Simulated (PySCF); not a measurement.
Q: Write Cartesian coordinates for InChI=1S/CH9B2P/c1-3-4-2/h2-4H2,1H3 as optimised with PBE0-D3(BJ)/def2-SVP.

A: 
```
atom  x, y, z in Å
B1     1.648   -0.792   -1.056
P2     0.683   -0.070    0.403
B3    -1.032    0.787   -0.211
C4    -1.997   -0.331   -0.853
H5     1.390   -1.905   -1.433
H6     2.410   -0.080   -1.657
H7     1.528    0.837    1.082
H8     0.514   -1.102    1.358
H9    -0.596    1.642   -0.973
H10   -1.387    1.264    0.863
H11   -2.233   -1.166   -0.171
H12   -2.960    0.153   -1.091
H13   -1.624   -0.762   -1.796
```

Any rigid rotation of these coordinates is as good. Atoms count from 1 in this order. The 2 B–P bonds span 1.893 Å (B1–P2, drawn single) to 2.013 Å (P2–B3, drawn single), a spread of 0.120 Å. P2 (phosphorus bonded to 2 B and 2 H) is distorted tetrahedral (angles from 102.4° to 114.5°). B1 (three-coordinate boron) is planar (angles 121.8°, 119.0° and 118.8°, sum 359.6°, 0.05 Å off the plane of its three neighbours). B3 (four-coordinate boron) is distorted tetrahedral (angles from 98.3° to 116.7°).

Bonds between heavy atoms (Å): B1–P2 1.893, P2–B3 2.013, B3–C4 1.610.

Theory: PBE0-D3(BJ)/def2-SVP geometry optimisation, gas phase in PySCF.

Point group: C1 (no symmetry element, even within 0.4 Å). Not checked by PBE0-D3(BJ)/def2-SVP frequencies. One conformer, not necessarily the lowest (H–B1–P2–B3 -86° and 87°, B1–P2–B3–C4 64°).

On one thread of an x86-64 server, on a shared host, this took 29 s. That covers the optimisation of the geometry.
